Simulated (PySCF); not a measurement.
C3H9NSi, SMILES N[SiH]1CCC1. Geometry: PBE0-D3(BJ)/def2-SVP. The values are those of a single conformer.

Computed equilibrium geometry at PBE0-D3(BJ)/def2-SVP (PySCF confirms it by a frequency run) as bond lengths and angles (one conformer of several):
Atoms: N1 Si2 C3 C4 C5 H6 H7 H8 H9 H10 H11 H12 H13 H14. Bond lengths (Å): N1–Si2 1.722, N1–H6 1.012, N1–H7 1.012, Si2–C3 1.899, Si2–C5 1.892, Si2–H8 1.496, C3–C4 1.551, C3–H9 1.100, C3–H10 1.104, C4–C5 1.552, C4–H11 1.103, C4–H12 1.103, C5–H13 1.099, C5–H14 1.104. Bond angles (°): Si2–N1–H6 122.9, Si2–N1–H7 121.7, H6–N1–H7 112.1, N1–Si2–C3 124.8, N1–Si2–C5 121.3, N1–Si2–H8 105.4, C3–Si2–C5 78.1, C3–Si2–H8 112.2, C5–Si2–H8 113.5, Si2–C3–C4 86.2, Si2–C3–H9 122.7, Si2–C3–H10 110.7, C4–C3–H9 116.9, C4–C3–H10 110.6, H9–C3–H10 108.2, C3–C4–C5 100.7, C3–C4–H11 114.9, C3–C4–H12 109.9, C5–C4–H11 114.8, C5–C4–H12 109.8, H11–C4–H12 106.7, Si2–C5–C4 86.5, Si2–C5–H13 122.4, Si2–C5–H14 110.6, C4–C5–H13 117.1, C4–C5–H14 110.6, H13–C5–H14 108.1.
